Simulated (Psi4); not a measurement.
Psi4 input (wB97X-D/6-31G*):

```
memory 1500 MB

molecule {
0 2
F    -1.52244200   -0.83319800   -0.53394400
Si   -0.72998500    0.27288700    0.33013100
Si    1.54816000    0.12168400   -0.15073000
H    -1.23081600    1.61036900   -0.05946200
H    -1.05620800    0.01322300    1.75245800
H     2.28009400    1.38124800    0.13680300
H     2.25445400   -1.03005800    0.46407800
symmetry c1
no_reorient
no_com
}

set {
  basis 6-31G*
  reference uks
  scf_type pk
  dft_radial_points 99
  dft_spherical_points 590
  e_convergence 1e-8
  d_convergence 1e-7
  maxiter 150
}

e = energy('wb97x-d')
print_out(f'\nFINAL {e:.10f} DIPOLE {variable("CURRENT DIPOLE")[0]:.6f} {variable("CURRENT DIPOLE")[1]:.6f} {variable("CURRENT DIPOLE")[2]:.6f}\n')
```

From the output:

```
  HONO-1 :   20  A 1.9989866
  HONO-0 :   21  A 1.0000000
  LUNO+0 :   22  A 0.0010134
  LUNO+1 :   23  A 0.0001803
  LUNO+2 :   24  A 0.0001585
  LUNO+3 :   25  A 0.0000361

Computation Completed

Properties will be evaluated at   0.000000,   0.000000,   0.000000 [a0]

Properties computed using the SCF density matrix

 Multipole Moments:

 ------------------------------------------------------------------------------------
     Multipole            Electronic (a.u.)      Nuclear  (a.u.)        Total (a.u.)
 ------------------------------------------------------------------------------------

 L = 1.  Multiply by 2.5417464519 to convert [e a0] to [Debye]
 Dipole X            :          0.2743538           -0.0000076            0.2743463
 Dipole Y            :          0.3454319           -0.0000113            0.3454205
 Dipole Z            :          0.2982866           -0.0000094            0.2982771
 Magnitude           :                                                    0.5324946

 ------------------------------------------------------------------------------------

FINAL -681.1553556401 DIPOLE 0.274346 0.345421 0.298277

*** Psi4 exiting successfully. Buy a developer a beer!
```

The geometry given is a B3LYP-D3(BJ)/def2-TZVP minimum.
